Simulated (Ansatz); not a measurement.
Isomers of Ag$_{4}$F$_{3}$⁺ (singlet), relaxed with r2SCAN-D4/def2-SVP; total energies from Ansatz at B2PLYP/def2-TZVP.

```tsv
isomer	description	energy (Eh)
A	point group C3v; 9 × Ag–F 2.21 to 2.34 Å	-886.76841
B	point group C2v; 6 × Ag–F 2.05 to 2.07 Å	-886.77263
C	point group Cs; 7 × Ag–F 2.06 to 2.31 Å	-886.75346
D	point group C2v; 7 × Ag–F 2.09 to 2.24 Å	-886.75414
```

In the def2 sets Ag takes a core potential; there is no spin–orbit coupling. Correlated methods freeze 3 core orbitals; core or outer-core shells of Ag are correlated, in sets that lack core-valence functions.

A: The test of the restricted singlet for broken spin symmetry was undecided. B: The test of the restricted singlet for broken spin symmetry was undecided. C: The test of the restricted singlet for broken spin symmetry was undecided. D: The test of the restricted singlet for broken spin symmetry was undecided.

The isomers come from a short search, and lower ones may exist.

Work out the relative energies (1 Eh = 2625.5 kJ/mol) and the Boltzmann populations at 298 K from electronic energies alone (R = 8.314 J/mol/K).

ΔE: A 11.1, B 0.0, C 50.3, D 48.5 kJ/mol. RT = 2.48 kJ/mol. Factors exp(−ΔE/RT): A 0.0114, B 1, C 1.55e-09, D 3.21e-09; sum 1.011. Populations: A 1.1 %, B 98.9 %, C 0.0 %, D 0.0 %. Zero-point energy, vibrational entropy and symmetry numbers are left out and can shift these; an error of 4 kJ/mol changes a ratio by a factor of 5.0. Over the other density-functional and correlated levels in def2 sets, the gap between B and A ranges from -13 to 6 kJ/mol.
